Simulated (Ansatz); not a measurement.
Input for Ansatz (an electronic-structure program): R-B3LYP/def2-TZVPPD on CH3NO (a complex), monomers drawn apart or pushed together. Files ending in .json are basis or fitting sets from the Basis Set Exchange.

Ansatz 0.2 input:
```yaml
crystal:
  periodic: [false, false, false]
  atoms:
    - {symbol: O, position_ang: [-0.08341499, -0.07770817, -0.10327484]}
    - {symbol: H, position_ang: [0.70905031, -0.23245263, -0.62766798]}
    - {symbol: H, position_ang: [-0.82821435, -0.23088250, -0.69383275]}
    - {symbol: C, position_ang: [-0.23069944, -0.27851174, 3.27483392]}
    - {symbol: N, position_ang: [-0.27963572, -0.36528161, 4.41756988]}
    - {symbol: H, position_ang: [-0.18464695, -0.20027629, 2.20148450]}
basis:
  gaussian:
    orbitals: def2-TZVPPD.json
hamiltonian:
  xc: {name: B3LYP}
scf: {lower_state_search: off}
```

The head of its log:

```
WARN ansatz: RAYON_NUM_THREADS=1 ignored (pool sized by the plan → 1); use --threads N
Functional definition: B3LYP
these checks for a lower state are left out or cut short: stability, starts, cluster_reference, orbital_swaps, neighbouring_geometries, increment
integrals: 0.04 GiB planned
714 factors; their error is unknown
mean field: 0.49 GiB planned
mean field evaluation 1: about -4616.1635 eV, gradient 6.9e1 eV
mean field evaluation 2: about -4599.1640 eV, gradient 1.1e2 eV
```

**Question.** What total energy does the run end on?

**Answer.** -169.9412 hartree.
